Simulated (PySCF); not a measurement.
# Zr³⁹⁺ (zirconium, charge +39) across methods

1s1, 2S determinant. Computed with PySCF 2.14 in an even-tempered Gaussian basis (15 s from 62 bohr⁻², ratio 2.2; 7 p from 95 bohr⁻², ratio 2.4; 4 d from 280 bohr⁻², ratio 2.4; 3 f from 430 bohr⁻², ratio 2.4; 3 g from 640 bohr⁻², ratio 2.4), with the non-relativistic Hamiltonian (point nucleus).

| method | E (hartree) | mean ε 1s α (eV) | Σ⟨r²⟩ (bohr²) | ⟨S²⟩ |
| --- | --- | --- | --- | --- |
| UHF | -799.99964 | -21769.1 | 0.001875 | 0.750 |
| PBE0 | -799.81 | -21577.5 | 0.001878 | 0.750 |
| PBE | -799.74 | -21513.6 | 0.001879 | 0.750 |
| r2SCAN | -800.00 | -21544.0 | 0.001876 | 0.750 |
| M06-L | -800.14 | -21544.8 | 0.001874 | 0.750 |
| LDA | -798.29 | -21480.2 | 0.001882 | 0.750 |
| TPSSh | -800.00 | -21557.7 | 0.001876 | 0.750 |

A non-relativistic calculation at this Z misses sizeable relativistic shifts.
